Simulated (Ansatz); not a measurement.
System: AlO2, net charge 0, doublet state. It need not be the lowest isomer of its formula. 
Structure (B3LYP-D3(BJ)/def2-TZVP (Ansatz, an electronic-structure program) minimum search):
```
Al
O 1 1.6498
O 1 1.6498 2 180.00
```
Charge 0, spin multiplicity 2.

Wanted: atomisation energy (electronic, to ground-state atoms), in kcal/mol. Correlated levels leave the core frozen unless marked. Open shells are spin-unrestricted. No spin-orbit coupling. No relativistic terms.  The program attaches cautions to a run behind BHLYP/def2-TZVPD: asymmetric forces. The program attaches cautions to a run behind wB97M-V/def2-TZVPD: asymmetric forces. The program attaches cautions to a run behind CCSD/aug-cc-pV(T+d)Z: other roots. The program attaches cautions to a run behind CCSD/cc-pV(T+d)Z: other roots.

| level | program | atomisation energy (kcal/mol) |
|---|---|---|
| BHLYP/def2-TZVPD | Ansatz | 180.8 |
| r2SCAN0-D4/def2-TZVPD | Ansatz + dftd4 | 198.2 |
| wB97M-V/def2-TZVPD | Ansatz | 206.7 |
| SCS-MP2/STO-3G | Ansatz | 131.8 |
| CCSD/aug-cc-pV(T+d)Z | Ansatz | 191.1 |
| CCSD/cc-pV(T+d)Z | Ansatz | 188.3 |

The UHF reference is spin-contaminated (<S^2> 0.41 over the pure value in the largest basis). The Hartree-Fock reference is unstable (checked in the largest basis), which strains HF and MP2. The T1 diagnostic of CCSD in the largest basis is 0.070, which is high, so the coupled-cluster rows are less sure than usual.
